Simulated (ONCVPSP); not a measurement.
# arsenic: excitation energies, all-electron against ONCV

As, optimised norm-conserving Vanderbilt (ONCV), made with ONCVPSP 4.0.1 (PBE, fully relativistic). Core [Ne] 3s2, reference 3p6 3d10 4s2 4p3. Waves: 4s: rc 1.60 bohr, ncon 4, nbas 7, qcut 4.6 1/bohr, 1 projector; 3p+4p: rc 1.05 bohr, ncon 4, nbas 8, qcut 12.3 1/bohr, 2 projectors; 3d: rc 0.65 bohr, ncon 4, nbas 9, qcut 28.9 1/bohr, 1 projector. Local part: polynomial inside 0.65 bohr (lpopt 5, dvloc0 -1 Ha). Core correction: none.

Open shells are filled in proportion to 2j + 1.

Energies are relative to the spin-unpolarised reference configuration 3p6 3d10 4s2 4p3; without spin polarisation the order of configurations can differ from experiment.

**Question.** Give the all-electron excitation energy and the error of the potential for: 3p6 3d10 4s2 4p2; 3p6 3d10 4s2 4p1; 3p6 3d10 4s2 4p0; 3p6 3d10 4s1 4p4.

**Answer.**

| valence configuration | charge | ΔE all-electron (eV) | error AE − PS (meV) |
| --- | --- | --- | --- |
| 3p6 3d10 4s2 4p2 | +1 | 9.152 | +1.3 |
| 3p6 3d10 4s2 4p1 | +2 | 27.075 | +6.1 |
| 3p6 3d10 4s2 4p0 | +3 | 54.783 | +21 |
| 3p6 3d10 4s1 4p4 | 0 | 9.412 | -7.2 |

Levels in the configuration 3p6 3d10 4s2 4p0:

```
   level  all-electron (eV)  pseudo (eV)
3p j=3/2           -166.402     -166.431
3p j=1/2           -171.430     -171.459
3d j=5/2            -74.608      -74.663
3d j=3/2            -75.342      -75.385
4s j=1/2            -44.425      -44.392
```

Note: ghosts flagged at negative energy: s at -444.0 eV; no localised positive-energy state flagged. A true bound ghost makes a file unfit for plane-wave use.
